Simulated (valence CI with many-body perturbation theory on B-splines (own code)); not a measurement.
## Level structure of Mg5+

Method: relativistic CI+MBPT: five valence electrons over a frozen Dirac-Fock core [He], a basis of 11 s, 11 p, 10 d, 8 f, 5 g, 2 h functions for each j, with the one-electron correlation potential Σ1, the two-electron term Σ2, the three-electron term Σ3, Breit, model QED; selected CI, second order for the rest, scaled by the run's own slope (own B-spline code, finite nucleus).

Against 43 measured levels this calculation errs by 210 cm⁻¹ on average and by 621 at most. These come from a selection out of NIST levels in Kelleher and Podobedova, J. Phys. Chem. Ref. Data 37, 267 (2008). Levels without a partner in it may be off by more. Among the levels kept, up to 6000 cm⁻¹ of a level comes from second order outside the variational space, and about a tenth of that is noise between levels of different J, which matters for small intervals. 7 measured levels below the end of the list, from 1045620 cm⁻¹ on, found no clear computed partner, and computed levels of the same name lie up to 20570 cm⁻¹ from them.

Levels 181 to 207 of 207, with energies above the lowest level, 2s2.2p3 4S°_3/2. "Leading %" is the weight of the configuration and term that name the level; weights of strongly mixed levels are sums over their largest components and can fall short. Lifetimes count E1, E2, E3, M1 and M2 decay at the calculated energies, and are blank where another channel may lead or the interval is too uncertain; long ones can be off by a factor of two.

```
No.  Configuration  Term     J  E (cm⁻¹)  Leading %  Lifetime     Second component
181     2s2.2p2.4f   4F°   5/2   1259200         57   56.0 ps  25 % 2s2.2p2.4f 4D°
182     2s2.2p2.4f   4F°   3/2   1259200         49   58.6 ps  24 % 2s2.2p2.4f 2D°
183     2s2.2p2.4d    2D   3/2   1259300         78   22.7 ps    15 % 2s.2p3.3p 2D
184     2s2.2p2.4d    2D   5/2   1259700         80   20.1 ps    14 % 2s.2p3.3p 2D
185     2s2.2p2.4p   2F°   5/2   1260200         74    119 ps  19 % 2s2.2p2.4f 2F°
186     2s2.2p2.4p   2F°   7/2   1260300         82    135 ps  13 % 2s2.2p2.4f 2F°
187     2s2.2p2.4f   2F°   5/2   1260900         67   69.3 ps  22 % 2s2.2p2.4p 2F°
188      2s.2p3.3s   4S°   3/2   1261100         92   17.4 ps                     
189     2s2.2p2.4f   2F°   7/2   1261100         75   66.1 ps  14 % 2s2.2p2.4p 2F°
190     2s2.2p2.4p   2P°   1/2   1265500         93    147 ps                     
191     2s2.2p2.4p   2P°   3/2   1265700         58   92.6 ps  24 % 2s2.2p2.4p 2D°
192     2s2.2p2.4p   2D°   5/2   1266000         69   58.9 ps   26 % 2s.2p3.3s 2D°
193     2s2.2p2.4p   2D°   3/2   1266200         46   84.2 ps  32 % 2s2.2p2.4p 2P°
194      2s.2p3.3d   4F°   3/2   1266900         85    174 ps  12 % 2s2.2p2.4f 4F°
195      2s.2p3.3d   4F°   5/2   1267100         85    168 ps  13 % 2s2.2p2.4f 4F°
196      2s.2p3.3d   4F°   7/2   1267200         84    163 ps  14 % 2s2.2p2.4f 4F°
197      2s.2p3.3d   4F°   9/2   1267500         83    164 ps  14 % 2s2.2p2.4f 4F°
198      2s.2p3.3p    2S   1/2   1272000         84   17.4 ps   11 % 2s2.2p2.4s 2S
199      2s.2p3.3d   4G°   5/2   1273500         75   95.2 ps  22 % 2s2.2p2.4f 4G°
200      2s.2p3.3d   4G°   7/2   1273600         74   92.5 ps  23 % 2s2.2p2.4f 4G°
201      2s.2p3.3d   4G°   9/2   1273700         72   90.6 ps  25 % 2s2.2p2.4f 4G°
202      2s.2p3.3d   4G°  11/2   1273800         70   87.4 ps  26 % 2s2.2p2.4f 4G°
203      2s.2p3.3d   4D°   7/2   1274000         95   8.22 ps                     
204      2s.2p3.3s   2S°   1/2   1274000         89   8.16 ps                     
205      2s.2p3.3d   4D°   5/2   1274200         95   8.58 ps                     
206      2s.2p3.3d   4D°   3/2   1274300         95   8.88 ps                     
207      2s.2p3.3d   4D°   1/2   1274300         95   9.04 ps
```

Names give the largest LS component (configuration and term), which can be under half, so a name can repeat, a term be missing and a line seem to break the LS rules; names also repeat where a configuration has a term twice.

Where two levels of one J and parity lie close, their mixing, g and order are uncertain.
